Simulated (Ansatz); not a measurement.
`B[SiH2]C#N` + `N[SiH2]F` → `B[SiH2]N[SiH2]F` + `C#N` at 700 K and 1 bar (ligand exchange at the Si–C bond).

Computed with Ansatz on PBE0-D4/def2-TZVP structures; ΔE is electronic, products minus reactants. CBS: MP2 limit from def2 TZ/QZ plus the TZ coupled-cluster correction, frozen cores. This one scheme is used for every species. One conformer a species, not always the lowest.

```csv
species,CCSD(T)/CBS energy (Eh),H − E (kJ/mol),S (J/(mol·K))
`B[SiH2]C#N`,-408.97966,183.5,416.8
`N[SiH2]F`,-446.07709,173.7,359.9
`B[SiH2]N[SiH2]F`,-761.73684,288.9,502.8
`C#N`,-93.32098,68.7,235.2
```

H − E and S are ideal-gas, rigid-rotor, harmonic terms from PBE0-D4/def2-TZVP, for one conformer and one mirror image of each species. 1 Eh = 2625.50 kJ/mol, R = 8.31446 J/(mol·K).

**Question.** By hand: ΔE, ΔH, ΔS and ΔG.

**Answer.** ΔE = (-761.73684) + (-93.32098) − (-408.97966) − (-446.07709) = -0.00107 Eh = -2.8 kJ/mol. Δ(H − E) = 288.9 + 68.7 − 183.5 − 173.7 = 0.4, so ΔH = -2.4 kJ/mol. ΔS = 502.8 + 235.2 − 416.8 − 359.9 = -38.7 J/(mol·K). ΔG = -2.4 − 700 × (-38.7)/1000 = 24.7 kJ/mol.

**Question.** By hand: the equilibrium constant, and the temperature at which ΔG would vanish if ΔH and ΔS stayed fixed.

**Answer.** log₁₀ K = −ΔG/(RT ln 10) = -1.8. ΔG = 0 at ΔH/ΔS = 62 K, though so small a ΔH makes that figure unsure.

TΔS isn't small against ΔH here. A doubt of 5 kJ/mol in ΔE shifts log₁₀ K by 0.4 here. Other conformers and mirror images would add mixing entropy, several J/(mol·K) or more a flexible species. Modes under 60 cm⁻¹, often nearly free rotors, make the harmonic entropy too high. These are equilibria of isolated gas molecules and say nothing of rates. Largest T1 diagnostic: 0.014 (customary marks: 0.02 for closed shells, 0.045 for open ones).
